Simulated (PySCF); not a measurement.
Energy landscape of CH6Ge, singlet: internal rotation, threefold axis kept, other coordinates relaxed. Scanned: torsion (0 = eclipsed). Other coordinates (C-Ge length, H-C-Ge angle, H-Ge-C angle, C-H length, Ge-H length) were minimised at PBE0/def2-TZVP.

Levels of theory: PBE/cc-pVDZ (PySCF); wB97X-V/cc-pVDZ (PySCF); CCSD(T) on RHF/cc-pVDZ, 10 core orbitals frozen (PySCF).

Energies relative to the lowest point of each profile, in kJ/mol; the last columns give the difference from CCSD(T):

| at / ° | PBE | wB97X-V | CCSD(T) | PBE − CCSD(T) | wB97X-V − CCSD(T) |
|---|---|---|---|---|---|
| 0 | 4.60 | 4.94 | 5.14 | -0.54 | -0.20 |
| 10 | 4.29 | 4.62 | 4.79 | -0.50 | -0.17 |
| 20 | 3.43 | 3.70 | 3.83 | -0.40 | -0.14 |
| 30 | 2.29 | 2.47 | 2.56 | -0.27 | -0.09 |
| 40 | 1.12 | 1.21 | 1.26 | -0.14 | -0.04 |
| 50 | 0.32 | 0.33 | 0.36 | -0.03 | -0.02 |
| 60 | 0.00 | 0.00 | 0.00 | 0.00 | 0.00 |

PBE is furthest from CCSD(T) at 0 (-0.54 kJ/mol, below); its mean absolute difference over the points is 0.27 kJ/mol.

wB97X-V is furthest from CCSD(T) at 0 (-0.20 kJ/mol, below); its mean absolute difference over the points is 0.10 kJ/mol.
